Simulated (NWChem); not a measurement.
MgHOBr; SMILES [Br][Mg][OH]

```xyz
4

Mg     0.0002    -1.1680     0.0000
Br     0.0000     1.1785     0.0000
O     -0.0005    -2.9202     0.0000
H      0.0029    -3.8710     0.0000
```
Atoms are numbered in this order, from 1.

All runs: NWChem. Geometry: optimised at PBE0/def2-SVP. Level M06-2X/def2-SVP: energy and gradient on several grids; changes count from the extra-fine grid, which is no exact limit either.

Problem. Which is the coarsest grid (xfine; medium; fine; coarse; xcoarse) from which on the energy stays within 50 μHa and each gradient component within 100 μHa/bohr of xfine?

Solution. fine.
| grid | size of the energy change (μHa) | largest change of a gradient component (μHa/bohr) |
|---|---|---|
| xcoarse | 2000 | 2000 |
| coarse | 500 | 500 |
| medium | 30 | 200 |
| fine | < 10 | 40 |
| xfine | < 10 | < 30 |
